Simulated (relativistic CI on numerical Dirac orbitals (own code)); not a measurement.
# d1 to d9 in one octahedral field

Computed with a parametric ligand-field model without spin-orbit coupling, by exact diagonalisation: B = 680, C = 2940, 10Dq = 25900 cm⁻¹ (Oh; |10Dq|/B = 38.1) for every shell. Energies in cm⁻¹; the field energy is (0.6 n_e − 0.4 n_t2) × 10Dq of the ground term; g labels are left out.

| Shell | Ground term | Electrons in e | Field energy | First spin-allowed bands | Lowest term of other spin |
| --- | --- | --- | --- | --- | --- |
| d1 | 2T2 | 0.000 | -10360 | 2E 25900 |  |
| d2 | 3T1 | 0.015 | -20319 | 3T2 24372, 3T1 33043 | 1T2 10254 |
| d3 | 4A2 | 0.000 | -31080 | 4T2 25900, 4T1 33251 | 2E 14049 |
| d4 | 3T1 | 0.024 | -40806 | 3E 23216, 3T1 23963 | 5E 7997 |
| d5 | ? | ? | ? | ? | ? |
| d6 | 1A1 | 0.034 | -61283 | 1T1 23902, 1T2 33135 | 3T1 17631 |
| d7 | 2E | 1.024 | -46001 | 2T1 23733, 2T2 24421 | 4T1 11763 |
| d8 | 3A2 | 2.000 | -31080 | 3T2 25900, 3T1 33251 | 1E 11214 |
| d9 | 2E | 3.000 | -15540 | 2T2 25900 |  |

Question: Fill in the row of d5.

Answer: Ground term: 2T2; Electrons in e: 0.045; Field energy: -50645; First spin-allowed bands: 2A2 22336, 2T1 22572; Lowest term of other spin: 4T1 12116. Low spin: d4, d5, d6, d7; the other shells keep the spin of the free ion. Only d4 to d7 can choose; the field needed to pair spins is smallest for d6 and largest for d5, which loses most exchange energy. In the strong-field picture 10Dq must exceed about 6B + 5C = 18780 (d4), 7.5B + 5C = 19800 (d5), 2.5B + 4C = 13460 (d6) and 4B + 4C = 14480 (d7); mixing of terms shifts these bounds somewhat.
